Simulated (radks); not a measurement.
Results of a calculation; reference values are marked as such.
The mean radii <r> (bohr) of the occupied orbitals of an atom or ion are listed with their occupations. Level of theory: scalar-relativistic Kohn-Sham, r2SCAN, spin-polarised, spherical densities, finite nucleus; meta-GGA in the generalised Kohn-Sham scheme; Fermi nuclear charge, rms radius of each element as measured or else 0.836 A^(1/3) + 0.57 fm (a radial shooting solver on a logarithmic mesh with Libxc functionals).

| orbital | occ. | <r> |
|---|---|---|
| 1s | 2 | 0.03610 |
| 2s | 2 | 0.1579 |
| 2p | 6 | 0.1377 |
| 3s | 2 | 0.4420 |
| 3p | 6 | 0.4449 |
| 3d | 10 | 0.4325 |
| 4s | 2 | 1.132 |
| 4p | 6 | 1.244 |
| 5s | 2 | 2.698 |

Name the element and its charge. Open shells, if any, are filled with parallel spins first.

Answer. Z = 41, niobium, charge +3: Nb3+ in [Kr] 5s2. The 1s radius gives Z: for a bare nucleus <r> = (2 gamma + 1)/(2Z) with gamma = sqrt(1 - (Z/c)^2), 0.03547 bohr for Z = 41, and screening makes it slightly larger (0.03610 here). The occupations add up to 38, and the charge is Z minus that.
